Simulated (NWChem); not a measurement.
System: SiI$_{3}$ cation

NWChem input:

```
start job
memory heap 200 mb stack 900 mb global 1100 mb
charge 1
geometry units angstroms noautoz
  I      0.607968    -2.268967     0.000000
  Si     0.000000     0.000000     0.000000
  I      1.660999     1.660999     0.000000
  I     -2.268967     0.607968     0.000000
end
basis spherical
  I library def2-svp
  Si library def2-svp
end
ecp
  I library def2-ecp
end
dft
  xc b3lyp
  iterations 150
  mulliken
end
task dft energy
```

Coordinates come from a PBE0/def2-SVP optimisation. def2 effective core potentials on I; no spin-orbit coupling.

Task: Give the results of this calculation. (B3LYP/def2-SVP with def2 effective core potentials on I.) Quantities: energy (Ha); highest occupied level (eV); orbital gap (eV).

Result: 
| Item | Result |
|---|---|
| energy (Ha) | -1182.61 |
| highest occupied level (eV) | -12.27 |
| orbital gap (eV) | 4.11 |
